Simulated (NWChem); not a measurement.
System: C₃H₄F₂O; SMILES FC1(F)CCO1

The following NWChem deck was run.

```
start job
memory heap 200 mb stack 900 mb global 1100 mb
geometry units angstroms noautoz
  F     -0.031552    -1.209870     1.083077
  C      0.005377    -0.396329     0.000000
  F     -0.031552    -1.209870    -1.083077
  C      1.087324     0.685242     0.000000
  C     -0.117792     1.647349     0.000000
  O     -1.043452     0.516886     0.000000
  H      1.705735     0.693249     0.898459
  H      1.705735     0.693249    -0.898459
  H     -0.246298     2.258285     0.897547
  H     -0.246298     2.258285    -0.897547
end
basis spherical
  * library def2-tzvp
end
dft
  xc xpbe96 cpbe96
  iterations 150
  semidirect filesize 400000000
  mulliken
end
task dft energy
```

Geometry: optimised at B3LYP/6-31G* (spherical d).

Task: Give the results of this calculation. (PBE/def2-TZVP.) Quantities: energy (Ha); highest occupied level (eV); orbital gap (eV); dipole (D).

Result: 
```
Quantity                       Value
---------------------------  -------
energy (Ha)                  -391.37
highest occupied level (eV)    -7.15
orbital gap (eV)                7.61
dipole (D)                      3.20
```
